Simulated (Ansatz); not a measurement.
Reaction (cleavage of the Si–Si bond): `[SiH3][SiH]([SiH3])[SiH3]` + NH₃ → `N[SiH]([SiH3])[SiH3]` + SiH₄

Gas-phase electronic energies from Ansatz, PBE0-D4/def2-TZVP geometries. CCSD(T)/CBS adds triple-zeta CCSD(T) − MP2 to the extrapolated MP2 energy (def2 sets, frozen cores). This one scheme is used for every species. DFT in def2-TZVPP. B3LYP here is the variant with VWN-RPA as its local correlation; programs differ in this. HSE06 is defined as in plane-wave codes. Each species was taken in one conformer, which may not be the lowest.

CCSD(T)/CBS gives -3.9 kcal/mol.

Problem. Another level gave -4.3 kcal/mol. Which?
A. CAM-B3LYP/def2-TZVPP
B. HSE06-D4/def2-TZVPP
C. BLYP-D4/def2-TZVPP
D. B3LYP/def2-TZVPP

Solution. C. BLYP-D4 -4.3, HSE06-D4 -1.2, CAM-B3LYP -7.5, B3LYP -5.9 kcal/mol.

Largest T1 diagnostic among the species: 0.014.

From PBE to PBE0 (25 % exact exchange), in def2-TZVPP and without D4, ΔE moves by −0.9 kcal/mol. Leaving LDA and LC-ωPBE aside and taking each functional with its dispersion term where it has one, the values, not all of them listed here, spread over 6.2 kcal/mol, from CAM-B3LYP-D4 to PBE-D4. LDA lies −1.2 kcal/mol from PBE without D4. The D4 term adds +1.1 kcal/mol with B3LYP and +0.7 kcal/mol with PBE0; it sums over pairs of atoms, weighted by their polarisabilities, and B3LYP, whose exchange is more repulsive, gets the larger term.

CCSD(T)/CBS has its own doubt, a few kJ/mol and more with outer-core shells, so smaller differences from it don't rank the levels.
